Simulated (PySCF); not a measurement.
Two-component Hartree-Fock for W⁴⁴⁺ (tungsten, charge +44)

Start: [Ar] 3d10 4s2. Calculated with PySCF 2.14 in an uncontracted even-tempered set (16 s from 5.8 bohr⁻², ratio 2.8; 13 p from 7.5 bohr⁻², ratio 2.8; 8 d from 13 bohr⁻², ratio 2.8; 4 f from 31 bohr⁻², ratio 3): generalised Hartree-Fock with the X2C-1e Hamiltonian and a Gaussian nucleus; one run each with spin-orbit coupling (SO) switched off, then screened by Boettger's factors.

| spinor shell | electrons | ε, spin-free (eV) | ε, screened SO (eV) | weight of nominal j (screened SO) | rms radius, screened SO (bohr) |
| --- | --- | --- | --- | --- | --- |
| 1s1/2 | 2 | -72101.6 | -72081.8 | 1.000 | 0.0208 |
| 2s1/2 | 2 | -14366.0 | -14360.2 | 1.000 | 0.0837 |
| 2p1/2 | 2 | -12841.9 | -13813.1 | 1.000 | 0.0711 |
| 2p3/2 | 4 | -12841.9 | -12449.6 | 1.000 | 0.0785 |
| 3s1/2 | 2 | -4919.0 | -4917.4 | 1.000 | 0.212 |
| 3p1/2 | 2 | -4456.2 | -4678.2 | 1.000 | 0.203 |
| 3p3/2 | 4 | -4456.2 | -4365.3 | 1.000 | 0.216 |
| 3d3/2 | 4 | -3941.6 | -3982.0 | 1.000 | 0.189 |
| 3d5/2 | 6 | -3941.6 | -3914.0 | 1.000 | 0.193 |
| 4s1/2 | 2 | -2336.9 | -2336.6 | 1.000 | 0.441 |

```csv
quantity,spin-free,screened SO
E (hartree),-14820.60249,-14838.89597
M_J,0,0
⟨J²⟩,0.000,0.000
⟨L²⟩,0.000,0.062
⟨S²⟩,0.000,0.062
```

Breit and QED terms are absent; they matter most for the inner s and p1/2 levels.

Densities and radii are taken from the X2C orbitals without a picture-change correction, which distorts them close to the nucleus.

Without spin-orbit coupling the j labels of p, d and f shells carry no meaning; the spin-free column gives the mean over the occupied spinors of each nl shell.
